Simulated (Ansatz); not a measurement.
`CC[NH][AlH2]` → `[CH2]` (triplet) + `C[NH][AlH2]` at 298.15 K and 1 bar (formal loss of a carbene).

Program: Ansatz. Geometries: PBE0-D4/def2-TZVP. ΔE: electronic, gas phase. CCSD(T)/CBS is the MP2 limit (def2-TZVPP, def2-QZVPP) plus CCSD(T) − MP2 in def2-TZVPP, frozen cores. This one scheme is used for every species. Triplets are unrestricted, without spin–orbit coupling. Each species was taken in one conformer, which may not be the lowest.

| species | CCSD(T)/CBS energy (Eh) | H − E (kJ/mol) | S (J/(mol·K)) |
| --- | --- | --- | --- |
| `CC[NH][AlH2]` | -377.65408 | 272.0 | 323.7 |
| `[CH2]` (triplet) | -39.09499 | 55.4 | 195.3 |
| `C[NH][AlH2]` | -338.38977 | 194.1 | 292.2 |

H − E and S are ideal-gas, rigid-rotor, harmonic terms from PBE0-D4/def2-TZVP, for one conformer and one mirror image of each species, with the whole ground term of open shells counted as degenerate. 1 Eh = 2625.50 kJ/mol, R = 8.31446 J/(mol·K).

Q: By hand: ΔE, ΔH, ΔS and ΔG.

A: ΔE = (-39.09499) + (-338.38977) − (-377.65408) = 0.16932 Eh = 444.5 kJ/mol. Δ(H − E) = 55.4 + 194.1 − 272.0 = -22.5, so ΔH = 422.0 kJ/mol. ΔS = 195.3 + 292.2 − 323.7 = 163.8 J/(mol·K). ΔG = 422.0 − 298.15 × (163.8)/1000 = 373.2 kJ/mol.

Q: By hand: the equilibrium constant, and the temperature at which ΔG would vanish if ΔH and ΔS stayed fixed.

A: log₁₀ K = −ΔG/(RT ln 10) = -65.4. ΔG = 0 at ΔH/ΔS = 2576 K, far beyond where these terms or the molecules hold.

The number of gas molecules changes by +1, which sets the sign of ΔS. A doubt of 5 kJ/mol in ΔE shifts log₁₀ K by 0.9 here. Other conformers and mirror images would add mixing entropy, several J/(mol·K) or more a flexible species. A triplet takes part, so the spin changes. These are equilibria of isolated gas molecules and say nothing of rates. Largest T1 diagnostic: 0.012 (customary marks: 0.02 for closed shells, 0.045 for open ones).
